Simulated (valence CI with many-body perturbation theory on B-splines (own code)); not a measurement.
Values are calculated unless marked as measured or tabulated.
# Cd VIII in three bases

Method: configuration interaction combined with many-body perturbation theory (CI+MBPT): five valence electrons over a frozen Dirac-Fock core [Kr], a basis of 7 s, 7 p, 8 d, 6 f, 4 g, 1 h functions for each j, with the one-electron correlation potential Σ1 (screened to all orders), the two-electron term Σ2, the three-electron term Σ3, Breit, model QED; selected single and double excitations, second order for the rest, scaled by the run's own slope (own B-spline code, finite nucleus).

No measured spectrum was set against this ion. As an estimate, terms of the open shell hold to 2 to 4 % of their energy, and close levels can change places; different configurations can be misplaced against each other by 1,000 to 8,000 cm⁻¹. Among the levels kept, up to 710 cm⁻¹ of a level comes from second order outside the variational space, and about a tenth of that is noise between levels of different J, which matters for small intervals. Only levels of the ground parity were solved; by the run's estimate the other parity begins above the list, which can be wrong where configurations are misplaced.

The reference run has the lowest level 4d⁵ ⁶S_5/2 and an ionisation energy of 130.534 eV. Its largest variational space holds 19991 state functions.

Names give the largest LS component (configuration and term), which can be under half, so a name can repeat, a term be missing and a line seem to break the LS rules; names also repeat where a configuration has a term twice.

Changed runs:
A. basis 6 s, 6 p, 5 d, 5 f, 1 g
B. basis 5 s, 5 p, 4 d, 4 f

Excitation energies of the reference run in cm⁻¹, and shifts in cm⁻¹:

```tsv
Level	Reference	A	B
4d⁵ ⁴G_5/2	30728	+381	+1490
4d⁵ ⁴G_7/2	32091	+344	+1449
4d⁵ ⁴G_11/2	32478	+340	+1438
4d⁵ ⁴G_9/2	32792	+332	+1431
4d⁵ ⁴P_5/2	34200	+409	+1471
4d⁵ ⁴P_3/2	35370	+413	+1497
4d⁵ ⁴P_1/2	37414	+418	+1429
4d⁵ ⁴D_7/2	39217	+362	+1799
4d⁵ ⁴D_1/2	42164	+388	+1602
4d⁵ ⁴D_5/2	42665	+425	+1651
4d⁵ ⁴D_3/2	43503	+405	+1536
4d⁵ ²I_11/2	46035	+520	+1984
Ionisation energy (eV)	130.534	-0.056	-0.075
```
